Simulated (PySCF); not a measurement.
Predicted spectroscopic data

[PySCF 2.14: PBE0-D3(BJ)/def2-SVP geometry; couplings computed with B3LYP/pcJ-1 (spin–dipole term left out of most H,H and C,H couplings); GIAO PBE0/pcSseg-1 shieldings; no solvent model; one averaged value for each set of equivalent atoms; non-relativistic Hamiltonian; a single conformation]

δ = σ(ref) − σ, references computed at the same level: TMS for ¹H (31.27 ppm), ¹³C (184.41 ppm). Multiplet labels drop J under 1 Hz and among equivalent protons, and merge close values. Unscaled 3J(H,H) run several per cent high. Vicinal couplings that depend on rotamer populations or ring flexing (ring, CH–CH, X–H and H–F types) are those of the one conformer. One-bond C–F couplings are unscaled and too large by tens of Hz. Shifts are as computed. Against solution values, carbons near 30 ppm lie about +2 ppm off and those near 130 ppm about +5 ppm (rms about the fit 1.9 ppm; single classes can miss by 10 ppm). Of 1328 compounds with measured shifts, 309 miss one by over three times the rms of a fit or turn the order of signals round; such compounds aren't used in these exercises. Signals without a measured value on file couldn't be tested in this way; 1H shifts scatter by 0.2 ppm about their fit, and single ones miss by 0.5 ppm.

**1.** heptafluoropropyl methyl ether, C$_{4}$H$_{3}$F$_{7}$O. ¹H NMR (600 MHz, computed): δ 3.72 (s, 3H). ¹³C{¹H} NMR (computed): δ 123.6 (C, qt, J = 356.1, 33.6 Hz), 121.2 (C, tt, J = 339.2, 31.6 Hz), 110.9 (C, tqt, J = 322.2, 39.9, 35.6 Hz), 49.7 (CH3, t, J = 6.8 Hz).

**2.** perfluorobutane, C$_{4}$F$_{10}$. ¹³C{¹H} NMR (computed): δ 123.1 (C, qt, J = 356.4, 33.3 Hz), 111.6 (C, m).
